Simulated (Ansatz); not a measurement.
Consider the cleavage of the Si–Sn bond: `Cl[Si](Cl)(Cl)[SnH3]` + `OB(O)O` → `OB(O)O[Si](Cl)(Cl)Cl` + `[SnH4]`.

Computed with Ansatz on PBE0-D4/def2-TZVP structures; ΔE is electronic, products minus reactants. CBS: MP2 limit from def2 TZ/QZ plus the TZ coupled-cluster correction, frozen cores. This one scheme is used for every species. Functionals use def2-TZVPP. B3LYP here is the variant with VWN-RPA as its local correlation; programs differ in this. Elements past krypton have def2 core potentials. For Sn outer-core shells are correlated without core-valence functions, which leaves a few kJ/mol of doubt a bond. Each species was taken in one conformer, which may not be the lowest.

```tsv
level	ΔE (kJ/mol)	difference from CCSD(T)/CBS
PBE-D4	-60.4	15.8
r2SCAN-D4	-82.0	-5.8
PBE0-D4	-69.3	6.9
B3LYP-D4	-81.0	-4.8
ωB97X-V	-84.4	-8.2
ωB97M-V	-85.1	-8.9
B2PLYP	-82.3	-6.1
PBE	-57.7	18.5
r2SCAN	-80.7	-4.5
MP2/def2-TZVPP	-83.7	-7.5
SCS-MP2/def2-TZVPP	-88.0	-11.8
CCSD(T)/def2-TZVPP	-86.4	-10.2
HF/def2-QZVPP	-106.2	-30.0
MP2/def2-QZVPP	-78.4	-2.2
SCS-MP2/def2-QZVPP	-83.2	-7.0
MP2/CBS(def2)	-73.6	2.6
CCSD(T)/CBS	-76.2	0
```

Largest T1 diagnostic among the species: 0.013.

From PBE to PBE0 (25 % exact exchange), in def2-TZVPP and without D4, ΔE moves by −9.3 kJ/mol. In def2-TZVPP, CCSD(T) changes the Hartree–Fock value by +18.3 kJ/mol (the triples alone add +2.5 kJ/mol) and MP2 by +21.0 kJ/mol. The D4 term adds −3.6 kJ/mol with B3LYP and −2.2 kJ/mol with PBE0; it sums over pairs of atoms, weighted by their polarisabilities, and B3LYP, whose exchange is more repulsive, gets the larger term.
